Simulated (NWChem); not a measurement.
System: VOCl$_{3}$; SMILES [O]=[V]([Cl])([Cl])[Cl]

Input file for NWChem:

```
start job
memory heap 200 mb stack 900 mb global 1100 mb
geometry units angstroms noautoz
  V      0.000000     0.000000     0.257443
  O      0.000000     0.000000     1.784785
  Cl     0.571540     1.942593    -0.396201
  Cl     1.396564    -1.466265    -0.396201
  Cl    -1.968105    -0.476328    -0.396201
end
basis spherical
  V library 6-31g*
  O library 6-31g*
  Cl library 6-31g*
end
dft
  xc scan
  iterations 150
  mulliken
end
task dft energy
```

The geometry was optimised at PBE0/def2-SVP.

**Question.** Give the results of this calculation. (SCAN/6-31G* (spherical d).) Quantities: energy (Ha); highest occupied level (eV); orbital gap (eV); dipole (D).

**Answer.** The energy (Ha) is -2400.10 and the highest occupied level (eV) comes out as -8.82. The orbital gap (eV) is 3.43 and the dipole (D) comes out as 0.30.
